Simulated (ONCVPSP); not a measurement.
**Logarithmic derivatives: gadolinium (Gd), ONCV**

gadolinium (Gd), optimised norm-conserving Vanderbilt (ONCV), made with ONCVPSP 4.0.1 (PW91, scalar-relativistic). Core [Kr] 4d10, reference 4f7 5s2 5p6 5d1 6s2. Waves: 5s+6s: rc 1.90 bohr, ncon 4, nbas 7, qcut 6.4 1/bohr, 2 projectors; 5p: rc 1.50 bohr, ncon 5, nbas 10, qcut 6 1/bohr, 2 projectors, debl 3.5 Ha; 5d: rc 2.65 bohr, ncon 4, nbas 9, qcut 5.3 1/bohr, 2 projectors, debl 1.1 Ha; 4f: rc 1.05 bohr, ncon 5, nbas 9, qcut 18.5 1/bohr, local. Local part: the f channel. Core correction: polynomial model core, fcfact 0.3.

The phase is arctan(r·R′/R) of the radial function R(r), unwrapped; energies in Ha, scanned from -3 to 5 Ha. A pole is an energy at which the radial function vanishes at the test radius. The pseudo phase is shifted by a multiple of π to meet the all-electron one at the reference energy, and phase errors are pseudo minus all-electron; the curves can meet again beyond the range given. Levels narrower than the energy grid can be missing from the lists of poles.

Question: For each channel, where are the poles, and over which energies does the pseudopotential scatter like the atom?

Answer:

| channel | radius (bohr) | reference energy (Ha) | poles, all-electron | poles, pseudo | unbroken range about the reference energy with phases within 0.05 rad | phase error 1 Ha above the reference energy (rad) |
| --- | --- | --- | --- | --- | --- | --- |
| s | 1.93 | -0.15 | -1.27 | -1.27, 3.23 | below 2.8 | -0.001 |
| p | 1.52 | -1.00 | 2.04 | 2.04 | the whole range | -0.000 |
| d | 2.69 | -0.09 | 0.42, 3.80 | 0.42, 3.79 | the whole range | +0.000 |
| f | 1.06 | -0.32 | 1.28 | 1.39 | below 2.9 | +0.008 |

Note: ghosts flagged at negative energy: s at -893.4 eV, p at -329.3 eV, d at -82.6 eV; GHOST(+) flagged for s at 86.6 eV. A true bound ghost makes a file unfit for plane-wave use.

Phases in the f channel:

```csv
E (Ha),all-electron,pseudo
-2.98,0.841,0.866
-2.76,0.774,0.802
-2.54,0.691,0.722
-2.32,0.587,0.621
-2.10,0.455,0.491
-1.88,0.288,0.325
-1.66,0.083,0.118
-1.44,-0.153,-0.124
-1.22,-0.401,-0.382
-1.00,-0.634,-0.623
-0.78,-0.832,-0.828
-0.56,-0.993,-0.992
-0.34,-1.121,-1.121
-0.12,-1.223,-1.222
0.10,-1.305,-1.303
0.32,-1.373,-1.369
0.54,-1.429,-1.423
0.76,-1.478,-1.470
0.98,-1.520,-1.509
1.20,-1.558,-1.544
1.42,-1.592,-1.575
1.64,-1.624,-1.603
1.86,-1.653,-1.629
2.08,-1.681,-1.653
2.30,-1.709,-1.676
2.52,-1.735,-1.698
2.74,-1.762,-1.718
2.96,-1.789,-1.739
3.18,-1.817,-1.759
3.40,-1.845,-1.779
3.62,-1.876,-1.800
3.84,-1.908,-1.820
4.06,-1.943,-1.841
4.28,-1.981,-1.863
4.50,-2.023,-1.887
4.72,-2.070,-1.911
4.94,-2.124,-1.937
```
